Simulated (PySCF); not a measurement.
C5H15NOSi: core ionisation energies

C5H15NOSi.
SMILES with atom numbers: `[CH3:1][O:2][CH2:3][C:4]([CH3:5])([CH3:6])[SiH2:7][NH2:8]`

Computed with delta-SCF UKS SCAN, pcX-2 on the ionised atom, pcseg-1 elsewhere, spin-free X2C in PySCF. Each binding energy is the total energy of the core-ionised species, with the hole localised on one atom, minus that of the ground state; both are solved self-consistently, so orbital relaxation is included.

Problem. What binding energy does each computed site have?

Solution. 
| atom(s) | bonded to | level | binding energy (eV) | 2p1/2 (eV) | above the level's lowest (eV) | count |
| --- | --- | --- | --- | --- | --- | --- |
| C1 | O and 3 H | C 1s | 292.08 | – | +2.27 | 1 |
| O2 | 2 C | O 1s | 538.19 | – | 0.00 | 1 |
| C3 | O, C and 2 H | C 1s | 291.68 | – | +1.87 | 1 |
| C4 | 3 C and Si | C 1s | 289.81 | – | 0.00 | 1 |
| C5/C6 | C and 3 H | C 1s | 290.20 | – | +0.39 | 2 |
| Si7 | N, C and 2 H | Si 2p3/2 | 106.17 | 106.80 | 0.00 | 1 |
| Si7 | N, C and 2 H | Si 1s | 1846.04 | – | 0.00 | 1 |
| N8 | 2 H and Si | N 1s | 404.30 | – | 0.00 | 1 |

The listed C 1s values span 2.27 eV, from C4 (bonded to 3 C and Si) to C1 (bonded to O and 3 H).

Problem. Give the binding energy of C 1s of C4 in hartree and in kJ/mol.

Solution. 289.81 eV = 10.6503 Eh = 27962 kJ/mol.

One atom of each set of topologically equivalent atoms was ionised and stands for the set; in this conformer not all members are related by symmetry, and their own values weren't computed. Spin–orbit coupling isn't in the SCF: each 2p doublet comes from a relaxed spin-free hole plus a matrix of the shell (mean-field spin–orbit coupling and the ground-state 2p splitting), with 2p3/2 averaged over its two sublevels. 2p1/2 minus 2p3/2 (ligand field included): Si 0.62 eV. The structure is a single PBE0-D3(BJ)/def2-SVP conformer in the gas phase; no vibrational or solvent corrections.

Shape of the structure used: `[CH3:1][O:2][CH2:3][C:4]([CH3:5])([CH3:6])[SiH2:7][NH2:8]`: C1–O2–C3–C4 -179°, O2–C3–C4–C5 -67°, C3–C4–Si7–N8 163°, H–N8–Si7–C4 -146°, H–N8–Si7–C4 78°.
